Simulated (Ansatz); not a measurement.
Program: Ansatz. Geometries: PBE0-D4/def2-TZVP. ΔE: electronic, gas phase. CCSD(T)/CBS is the MP2 limit (def2-TZVPP, def2-QZVPP) plus CCSD(T) − MP2 in def2-TZVPP, frozen cores. This one scheme is used for every species. Functionals use def2-TZVPP. B3LYP here is the variant with VWN-RPA as its local correlation; programs differ in this. Each species was taken in one conformer, which may not be the lowest.

Reaction (ligand exchange at the Si–C bond): `OC[SiH2]O` + `C=C[SiH2]N` → `C=C[SiH2]N[SiH2]O` + CH₃OH

```json
{"level": "r2SCAN-D4", "ΔE (kcal/mol)": "-21.1", "difference from CCSD(T)/CBS": "1.1"}
{"level": "PBE0-D4", "ΔE (kcal/mol)": "-20.7", "difference from CCSD(T)/CBS": "1.5"}
{"level": "ωB97X-V", "ΔE (kcal/mol)": "-21.1", "difference from CCSD(T)/CBS": "1.1"}
{"level": "B2PLYP", "ΔE (kcal/mol)": "-21.3", "difference from CCSD(T)/CBS": "0.9"}
{"level": "PBE", "ΔE (kcal/mol)": "-18.0", "difference from CCSD(T)/CBS": "4.2"}
{"level": "r2SCAN", "ΔE (kcal/mol)": "-20.6", "difference from CCSD(T)/CBS": "1.6"}
{"level": "B3LYP", "ΔE (kcal/mol)": "-19.9", "difference from CCSD(T)/CBS": "2.3"}
{"level": "HF/def2-TZVPP", "ΔE (kcal/mol)": "-23.5", "difference from CCSD(T)/CBS": "-1.3"}
{"level": "SCS-MP2/def2-TZVPP", "ΔE (kcal/mol)": "-23.1", "difference from CCSD(T)/CBS": "-0.9"}
{"level": "CCSD/def2-TZVPP", "ΔE (kcal/mol)": "-22.4", "difference from CCSD(T)/CBS": "-0.2"}
{"level": "CCSD(T)/def2-TZVPP", "ΔE (kcal/mol)": "-22.3", "difference from CCSD(T)/CBS": "-0.1"}
{"level": "MP2/def2-QZVPP", "ΔE (kcal/mol)": "-23.2", "difference from CCSD(T)/CBS": "-1.0"}
{"level": "SCS-MP2/def2-QZVPP", "ΔE (kcal/mol)": "-23.1", "difference from CCSD(T)/CBS": "-0.9"}
{"level": "HF/CBS(def2)", "ΔE (kcal/mol)": "-23.8", "difference from CCSD(T)/CBS": "-1.6"}
{"level": "MP2/CBS(def2)", "ΔE (kcal/mol)": "-23.1", "difference from CCSD(T)/CBS": "-0.9"}
{"level": "CCSD/CBS(def2)", "ΔE (kcal/mol)": "-22.3", "difference from CCSD(T)/CBS": "-0.1"}
{"level": "CCSD(T)/CBS", "ΔE (kcal/mol)": "-22.2", "difference from CCSD(T)/CBS": "0"}
```

Largest T1 diagnostic among the species: 0.011.

The D4 term adds −1.9 kcal/mol with B3LYP and −1.2 kcal/mol with PBE0; it sums over pairs of atoms, weighted by their polarisabilities, and B3LYP, whose exchange is more repulsive, gets the larger term. From PBE to PBE0 (25 % exact exchange), in def2-TZVPP and without D4, ΔE moves by −1.5 kcal/mol.
